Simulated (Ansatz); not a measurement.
Single points on the cluster Bi₃S₃⁺.

```yaml
crystal:
  periodic: [false, false, false]
  atoms:
    - {symbol: Bi, position_ang: [-0.148620, -0.607351, -1.969307]}
    - {symbol: Bi, position_ang: [2.115231, -1.119963, 0.064043]}
    - {symbol: Bi, position_ang: [0.237745, 0.107782, 2.074748]}
    - {symbol: S, position_ang: [-0.497096, 1.851681, -1.171884]}
    - {symbol: S, position_ang: [-0.426564, -1.916586, 0.290066]}
    - {symbol: S, position_ang: [-1.280697, 1.684427, 0.712344]}
basis:
  gaussian: {orbitals: def2-TZVP, initial_orbitals: start.molden}
total_charge: 1
hamiltonian: {xc: pbe0, dispersion: d4}
scf: {omitted_lower_state_checks: [starts]}
output: {orbitals: {seedname: orbitals}}
```

The file start.molden holds the orbitals of an earlier run on this structure, at another level or in another basis.

```sh
$ ansatz run in.yaml --threads 4 --pin off --events-out ev --progress --plain --max-ram 4787MiB
```

Output, abridged:

```
Functional definition: PBE0
2028 factors; their error is unknown
mean field evaluation 1: about -50012.9027 eV, gradient 1.5e2 eV
mean field evaluation 2: about -50015.7164 eV, gradient 4.8e0 eV
mean field evaluation 4: about -50016.1117 eV, gradient 4.1e-1 eV
mean field evaluation 8: about -50016.1121 eV, gradient 2.2e-5 eV
mean field -50016.11214536 eV, -1838.0582192036 hartree, gradient 2.2e-5 eV, S^2 0.000000; 0 other end points of the search recorded, 0 dependent functions left out
reference -50016.11217814 eV, -1838.0582204082 hartree; 58, 58 occupied and 203, 203 virtual orbitals, 2028 factors
Total energy: -50016.61643815 eV, -1838.0767516218 hartree
Checks for a lower state left out: starts
```

Hardware: 4 threads of Arm Neoverse N1 on a shared host. Wall time 17 s, peak host memory 1.3 GiB.

First input, but with `correlation: {method: mp2}` and without the key `hamiltonian` (abridged; 23 s):

```
Functional definition: HF
mean field -49884.17307383 eV, -1833.2095477564 hartree, gradient 9.4e-6 eV, S^2 0.000000; unrestricted orbitals would lower it
27 core orbitals not correlated: weight in the atoms' cores, before any rotation towards them, 1.000 or more for the frozen orbitals, at most 0.000 for the correlated occupied ones
second order -49.29360440 eV of doubles, -0.00000000 eV of singles
Total energy: -49933.46667823 eV, -1835.0210543058 hartree
Checks for a lower state left out: starts
```

First input, but with `hamiltonian: {xc: r2scan, dispersion: d4}` (abridged; 20 s):

```
Functional definition: r2SCAN
mean field -50033.42375012 eV, -1838.6944089441 hartree, gradient 1.9e-5 eV, S^2 0.000000
Total energy: -50033.53631808 eV, -1838.6985457405 hartree
Checks for a lower state left out: starts
```

Geometry: PBE-D4/def2-SVP.

In the def2 sets Bi takes a core potential; there is no spin–orbit coupling. Correlated methods freeze 27 core orbitals; core or outer-core shells of Bi are correlated, in sets that lack core-valence functions. The restricted singlet is unstable towards broken spin symmetry in Hartree–Fock (as tested in another run); at PBE0-D4/def2-TZVP, r2SCAN-D4/def2-TZVP this wasn't settled. At MP2/def2-TZVP the restricted singlet (for correlated methods, its reference) is unstable: a solution with broken spin symmetry lies lower. Another isomer (singlet) lies 0.73 eV lower at PBE0-D4/def2-TZVP; other spin states weren't run for this one.
